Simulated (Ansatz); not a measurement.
Reaction (isomerisation): `O[SiH2][SiH2][SiH2]F` → `O[SiH](F)[SiH2][SiH3]`

Computed with Ansatz on PBE0-D4/def2-TZVP structures; ΔE is electronic, products minus reactants. CCSD(T)/CBS is the MP2 limit (def2-TZVPP, def2-QZVPP) plus CCSD(T) − MP2 in def2-TZVPP, frozen cores. DFT in def2-TZVPP. B3LYP here is the variant with VWN-RPA as its local correlation; programs differ in this. One conformer a species, not always the lowest.

Task: Is it downhill or uphill in electronic energy at CCSD(T)/CBS, and by how much? (Best estimate.)

Result: Ansatz gave: Downhill: ΔE = -30.7 kJ/mol.

Task: What do these levels give: B3LYP-D4, SCS-MP2/def2-TZVPP, HF/def2-QZVPP, MP2/def2-QZVPP, HF/CBS(def2), CCSD/CBS(def2)? (Best estimate.)

Result: Computed: B3LYP-D4 -30.2, SCS-MP2/def2-TZVPP -28.9, HF/def2-QZVPP -27.1, MP2/def2-QZVPP -30.1, HF/CBS(def2) -27.1, CCSD/CBS(def2) -29.7 kJ/mol.

Largest T1 diagnostic among the species: 0.013.

In def2-TZVPP, CCSD(T) changes the Hartree–Fock value by −4.5 kJ/mol (the triples alone add −0.9 kJ/mol) and MP2 by −3.5 kJ/mol.
